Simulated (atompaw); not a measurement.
Reading a pseudo-wave (O (Z = 8))

Columns: radius, all-electron u(r) and pseudo u(r) of the 2p shell (level -24.45 eV) of oxygen in the configuration [He] 2s2 2p3; PBE, scalar-relativistic, PAW (atompaw) scheme, atompaw 4.2.0.5.

```csv
r (bohr),all-electron,pseudo
0.046,0.0296,0.0070
0.092,0.0993,0.0276
0.138,0.1890,0.0611
0.185,0.2881,0.1076
0.231,0.3845,0.1633
0.277,0.4756,0.2272
0.323,0.5587,0.2972
0.369,0.6324,0.3709
0.415,0.6965,0.4460
0.462,0.7522,0.5216
0.508,0.7975,0.5924
0.554,0.8340,0.6579
0.600,0.8623,0.7164
0.646,0.8830,0.7668
0.692,0.8969,0.8082
0.738,0.9046,0.8400
0.785,0.9069,0.8628
0.831,0.9044,0.8759
0.877,0.8978,0.8809
0.923,0.8877,0.8787
0.969,0.8747,0.8705
1.015,0.8592,0.8576
1.062,0.8413,0.8408
1.108,0.8221,0.8220
1.154,0.8016,0.8016
1.200,0.7800,0.7800
```

Task: How many radial nodes do the two functions have?

Result: The all-electron 2p function has n − l − 1 = 0; the pseudo-wave has 0.

Task: Where does each function peak?

Result: Outermost all-electron maximum near 0.79 bohr, pseudo maximum near 0.88 bohr (to the table’s step).

Task: Is the pseudo-wave norm-conserving?

Result: No, it belongs to a PAW set: the norm inside the radius is not constrained, and the difference is carried by the augmentation charge.
